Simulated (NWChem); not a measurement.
# C2H2F2; SMILES C(=C/F)/F

All runs: NWChem. Coordinates come from a B3LYP/6-31G* (spherical d) optimisation. B3LYP is NWChem's, with the RPA form of VWN correlation. Level: B3LYP/def2-SVP with COSMO at NWChem's default radii, gas-phase geometry; the question gives the dielectric constant.

Task: Predict the results for dielectric constant 20.7. Quantities: electrostatic solvation energy (kcal/mol); dipole in solution (D).

Result: 
```yaml
electrostatic solvation energy (kcal/mol): -3.1
dipole in solution (D): 2.74
```
